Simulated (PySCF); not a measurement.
An unknown gives this computed stick spectrum. Theory: TDDFT wB97X-D/def2-SVPD, vertical, gas phase, core orbitals frozen in the response in PySCF. Geometries: GFN2-xTB, one conformer each.

| state | λ (nm) | f |
| --- | --- | --- |
| S1 | 200.6 | 0.036 |
| S2 | 188.3 | 0.043 |
| S3 | 180.1 | 0.046 |
| S4 | 161.2 | 0.087 |
| S5 | 159.3 | 0.093 |
| S6 | 158.2 | 0.156 |
| S7 | 157.0 | 0.0076 |
| S8 | 156.5 | 0.0014 |

Orbital energies (eV): HOMO-3 -10.97, HOMO-2 -10.63, HOMO-1 -10.36, HOMO -8.83, LUMO 1.81, LUMO+1 1.89, LUMO+2 2.02.

**Question.** Which structure fits? All have the formula C2H13NSi3.
A. `CN(C)[SiH2][SiH2][SiH3]`
B. `CN[SiH2][SiH2]C[SiH3]`
C. `C[Si@@](N)([SiH3])C[SiH3]`

**Answer.** C. Its S1, at 6.18 eV, is the highest among the candidates; the nearest of the others has S1 at 5.48 eV. S1 is HOMO→LUMO (80%), HOMO→LUMO+1 (13%). Löwdin shares by element: HOMO nitrogen 41%, silicon 33% or more, carbon 5% or more (atoms not listed hold the other 21%); LUMO silicon 41% or more, nitrogen 10%, hydrogen 9% or more (atoms not listed hold the other 40%). At the same level the other candidates give, for their lowest levels:
- `CN(C)[SiH2][SiH2][SiH3]`: 251 nm (f 0.018); 233 nm (f 0.005); 199 nm (f 0.077); 195 nm (f 0.007); 182 nm (f 0.013); T1 4.64 eV; HOMO -8.04, LUMO 1.09 eV
- `CN[SiH2][SiH2]C[SiH3]`: 226 nm (f 0.004); 192 nm (f 0.019); 182 nm (f 0.013); 178 nm (f 0.024); 176 nm (f 0.008); T1 5.26 eV; HOMO -8.60, LUMO 1.26 eV

Conformer computed: `[CH3:1][Si@@:2]([NH2:3])([SiH3:4])[CH2:5][SiH3:6]`: C1–Si2–C5–Si6 -61°, H–N3–Si2–C1 -170°, H–N3–Si2–C1 52°.
Triplets come from the Tamm–Dancoff approximation.
